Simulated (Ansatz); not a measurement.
`[OH][Ge]([OH])([F])[F]` from Hartree–Fock to CCSD(T)

```xyz
7

O    -0.990    0.903   -0.956
Ge    0.141    0.051    0.041
O    -0.553   -1.466    0.507
F     1.636   -0.230   -0.752
F     0.554    1.028    1.390
H    -0.894    1.858   -0.897
H     0.108   -2.145    0.668
```

Total charge 0; spin multiplicity 1. Correlated methods include outer-core shells of Ge, which these sets cover unevenly. Scalar relativity is left out up to krypton. Geometry: relaxed with PBE0-D4/def2-TZVP. It is one conformer, not always the lowest. Frozen core, restricted reference, the Gaussian-basis code of Ansatz.

```json
{"basis": "def2-SVP", "HF (Eh)": "?", "MP2 corr.": "?", "CCSD corr.": "-0.97232", "(T)": "-0.01958", "CCSD(T) total": "?"}
{"basis": "def2-TZVPP", "HF (Eh)": "-2425.44896", "MP2 corr.": "-1.22603", "CCSD corr.": "?", "(T)": "-0.04030", "CCSD(T) total": "?"}
{"basis": "def2-QZVPP", "HF (Eh)": "-2425.50861", "MP2 corr.": "?", "CCSD corr.": "–", "(T)": "–", "CCSD(T) total": "–"}
```

Question: Fill in the withheld values. (Best estimate.)

Answer: Ansatz gave: def2-SVP HF (Eh): -2424.72009; def2-SVP MP2 corr.: -0.97110; def2-SVP CCSD(T) total: -2425.71199; def2-TZVPP CCSD corr.: -1.22124; def2-TZVPP CCSD(T) total: -2426.71050; def2-QZVPP MP2 corr.: -1.57651.
